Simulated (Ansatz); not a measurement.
`O=C([O-])C(F)(F)F`. The species carries charge -1 and has multiplicity 1. The geometry is a stationary point of PBE0-D4/def2-TZVPD.

```xyz
7

O     0.642    0.948   -1.444
C     0.666    0.686   -0.235
O     1.348    1.112    0.703
C    -0.395   -0.412    0.158
F    -1.657   -0.028   -0.142
F    -0.412   -0.733    1.464
F    -0.191   -1.573   -0.504
```

(1) Give the Mulliken charges with B3LYP, PBE, r2SCAN in def2-TZVPPD. (Best estimate.)

Results:

(1) Computed: 
```csv
atom,B3LYP,PBE,r2SCAN
O1,-0.66,-0.59,-0.70
C2,0.28,0.16,0.42
O3,-0.64,-0.57,-0.67
C4,0.95,0.77,0.78
F5,-0.31,-0.26,-0.28
F6,-0.30,-0.24,-0.27
F7,-0.31,-0.26,-0.28
```

B3LYP here is the variant with VWN-RPA as its local correlation; programs differ in this.
